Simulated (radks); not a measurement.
Values are calculated unless marked as measured or tabulated.
Species: Al4+. Configuration: [He] 2s2 2p5. Level of theory: non-relativistic Kohn-Sham, PBE, spin-polarised, spherical densities, point nucleus; open shells are filled with parallel spins first (a radial shooting solver on a logarithmic mesh with Libxc functionals).

X-ray form factor f0, the Fourier transform of the density (f0(0) = 9):

sin(theta)/lambda (1/angstrom),f0 (electrons)
0.05,8.947
0.1,8.789
0.15,8.536
0.2,8.200
0.25,7.797
0.3,7.346
0.4,6.369
0.5,5.393
0.6,4.507
0.8,3.147
1,2.313
1.25,1.760
1.5,1.485
2,1.196
